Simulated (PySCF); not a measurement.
# Electronic structure of I (iodine, neutral) at the UHF level

Configuration: [Kr] 4d10 5s2 5p5, 2P determinant. Computed with PySCF 2.14 in x2c-SVPall (6s5p3d, 36 functions), with scalar relativity by spin-free X2C-1e.

- Total energy: -7111.894376 hartree
- One-electron energy: -9749.1844 hartree
- Hartree (Coulomb) energy: 2817.5545 hartree
- Exchange energy: -180.2645 hartree
- ⟨S²⟩: 0.7560
- ⟨L²⟩: 2.018
- Sum of ⟨r⟩: 38.02 bohr
- Sum of ⟨r²⟩: 60.88 bohr²
- Traceless quadrupole moment −½Σ⟨3z² − r²⟩ along its main axis: 2.84 e·bohr²
- Langevin diamagnetic susceptibility: -48.2 ×10⁻⁶ cm³/mol
- Time after the integrals: 0.11 s of wall time on 1 thread of Neoverse-V1 (shared host)

```json
{"shell": "1s α", "electrons": "1", "mean orbital energy (eV)": "-33330.7", "spread (eV)": "0", "rms radius, mean of both spins (bohr)": "0.0312"}
{"shell": "1s β", "electrons": "1", "mean orbital energy (eV)": "-33330.6", "spread (eV)": "0", "rms radius, mean of both spins (bohr)": "0.0312"}
{"shell": "2s α", "electrons": "1", "mean orbital energy (eV)": "-5249.7", "spread (eV)": "0", "rms radius, mean of both spins (bohr)": "0.127"}
{"shell": "2s β", "electrons": "1", "mean orbital energy (eV)": "-5249.7", "spread (eV)": "0", "rms radius, mean of both spins (bohr)": "0.127"}
{"shell": "2p α", "electrons": "3", "mean orbital energy (eV)": "-4709.9", "spread (eV)": "0.092", "rms radius, mean of both spins (bohr)": "0.113"}
{"shell": "2p β", "electrons": "3", "mean orbital energy (eV)": "-4709.8", "spread (eV)": "0.038", "rms radius, mean of both spins (bohr)": "0.113"}
{"shell": "3s α", "electrons": "1", "mean orbital energy (eV)": "-1103.3", "spread (eV)": "0", "rms radius, mean of both spins (bohr)": "0.334"}
{"shell": "3s β", "electrons": "1", "mean orbital energy (eV)": "-1103.2", "spread (eV)": "0", "rms radius, mean of both spins (bohr)": "0.334"}
{"shell": "3p α", "electrons": "3", "mean orbital energy (eV)": "-923.46", "spread (eV)": "0.256", "rms radius, mean of both spins (bohr)": "0.334"}
{"shell": "3p β", "electrons": "3", "mean orbital energy (eV)": "-923.36", "spread (eV)": "0.026", "rms radius, mean of both spins (bohr)": "0.334"}
{"shell": "3d α", "electrons": "5", "mean orbital energy (eV)": "-652.57", "spread (eV)": "0.220", "rms radius, mean of both spins (bohr)": "0.313"}
{"shell": "3d β", "electrons": "5", "mean orbital energy (eV)": "-652.52", "spread (eV)": "0.144", "rms radius, mean of both spins (bohr)": "0.313"}
{"shell": "4s α", "electrons": "1", "mean orbital energy (eV)": "-211.61", "spread (eV)": "0", "rms radius, mean of both spins (bohr)": "0.788"}
{"shell": "4s β", "electrons": "1", "mean orbital energy (eV)": "-211.40", "spread (eV)": "0", "rms radius, mean of both spins (bohr)": "0.788"}
{"shell": "4p α", "electrons": "3", "mean orbital energy (eV)": "-152.52", "spread (eV)": "0.662", "rms radius, mean of both spins (bohr)": "0.845"}
{"shell": "4p β", "electrons": "3", "mean orbital energy (eV)": "-152.29", "spread (eV)": "0.117", "rms radius, mean of both spins (bohr)": "0.845"}
{"shell": "4d α", "electrons": "5", "mean orbital energy (eV)": "-62.978", "spread (eV)": "0.738", "rms radius, mean of both spins (bohr)": "0.998"}
{"shell": "4d β", "electrons": "5", "mean orbital energy (eV)": "-62.801", "spread (eV)": "0.452", "rms radius, mean of both spins (bohr)": "0.998"}
{"shell": "5s α", "electrons": "1", "mean orbital energy (eV)": "-24.963", "spread (eV)": "0", "rms radius, mean of both spins (bohr)": "2.14"}
{"shell": "5s β", "electrons": "1", "mean orbital energy (eV)": "-22.533", "spread (eV)": "0", "rms radius, mean of both spins (bohr)": "2.14"}
{"shell": "5p α", "electrons": "3", "mean orbital energy (eV)": "-11.254", "spread (eV)": "1.549", "rms radius, mean of both spins (bohr)": "2.62"}
{"shell": "5p β", "electrons": "2", "mean orbital energy (eV)": "-10.209", "spread (eV)": "0", "rms radius, mean of both spins (bohr)": "2.62"}
```

Densities and radii are taken from the X2C orbitals without a picture-change correction, which distorts them close to the nucleus.
